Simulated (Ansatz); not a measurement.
`O[SiH2][SiH](O)S` + `BN` → `BN[SiH2]O` + `O[SiH2]S`  (cleavage of the Si–Si bond)

Computed with Ansatz on PBE0-D4/def2-TZVP structures; ΔE is electronic, products minus reactants. CCSD(T)/CBS is the MP2 limit (def2-TZVPP, def2-QZVPP) plus CCSD(T) − MP2 in def2-TZVPP, frozen cores. This one scheme is used for every species. Functionals use def2-TZVPP. B3LYP here is the variant with VWN-RPA as its local correlation; programs differ in this. Each species was taken in one conformer, which may not be the lowest.

Question: Is it downhill or uphill in electronic energy at CCSD(T)/CBS, and by how much? (Estimate.)

Answer: Ansatz gave: Downhill: ΔE = -0.72 eV.

Question: What do these levels give: PBE-D4, r2SCAN-D4, B3LYP-D4, ωB97X-V, ωB97M-V, B2PLYP, PBE0, B3LYP, CCSD(T)/def2-TZVPP, SCS-MP2/def2-QZVPP, HF/CBS(def2), MP2/CBS(def2)? (Best estimate.)

Answer: The calculation gave: PBE-D4 -0.46, r2SCAN-D4 -0.63, B3LYP-D4 -0.63, ωB97X-V -0.67, ωB97M-V -0.73, B2PLYP -0.74, PBE0 -0.57, B3LYP -0.68, CCSD(T)/def2-TZVPP -0.73, SCS-MP2/def2-QZVPP -0.82, HF/CBS(def2) -0.93, MP2/CBS(def2) -0.79 eV.

Largest T1 diagnostic among the species: 0.012.

In def2-TZVPP, CCSD(T) changes the Hartree–Fock value by +0.18 eV (the triples alone add +0.03 eV) and MP2 by +0.11 eV. From PBE to PBE0 (25 % exact exchange), in def2-TZVPP and without D4, ΔE moves by −0.09 eV. The D4 term adds +0.05 eV with B3LYP and +0.03 eV with PBE0; it sums over pairs of atoms, weighted by their polarisabilities, and B3LYP, whose exchange is more repulsive, gets the larger term.
